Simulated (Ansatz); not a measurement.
Reaction (ligand exchange at a B–Te bond): `OB(O)[TeH]` + H–F → `OB(O)F` + H₂Te

Isolated molecules relaxed with PBE0-D4/def2-TZVP in Ansatz; ΔE leaves out vibrations. CBS: MP2 limit from def2 TZ/QZ plus the TZ coupled-cluster correction, frozen cores. This one scheme is used for every species. Functionals use def2-TZVPP. B3LYP here is the variant with VWN-RPA as its local correlation; programs differ in this. def2 core potentials past Kr. For Te outer-core shells are correlated without core-valence functions, which leaves a few kJ/mol of doubt a bond. One conformer a species, not always the lowest.

| level | ΔE (kJ/mol) | difference from CCSD(T)/CBS |
| --- | --- | --- |
| LDA (SPW92) | -107.8 | -5.8 |
| PBE-D4 | -98.5 | 3.5 |
| B3LYP-D4 | -114.6 | -12.6 |
| r2SCANh-D4 | -112.8 | -10.8 |
| r2SCAN0 | -115.6 | -13.6 |
| LC-ωPBE | -114.8 | -12.8 |
| MP2/def2-SVP | -134.3 | -32.3 |
| HF/def2-TZVPP | -144.6 | -42.6 |
| CCSD/def2-TZVPP | -117.0 | -15.0 |
| CCSD(T)/def2-TZVPP | -110.8 | -8.8 |
| CCSD(T)/CBS | -102.0 | 0 |

Largest T1 diagnostic among the species: 0.012.

In def2-TZVPP, CCSD(T) changes the Hartree–Fock value by +33.8 kJ/mol (the triples alone add +6.2 kJ/mol) and MP2 by +44.7 kJ/mol. Leaving LDA and LC-ωPBE aside and taking each functional with its dispersion term where it has one, the values, not all of them listed here, spread over 31.6 kJ/mol, from B97M-V to revPBE-D4. LDA lies −4.2 kJ/mol from PBE without D4. At CCSD(T), def2-SVP lies −37.6 kJ/mol from the extrapolated value and def2-TZVPP −8.8 kJ/mol.
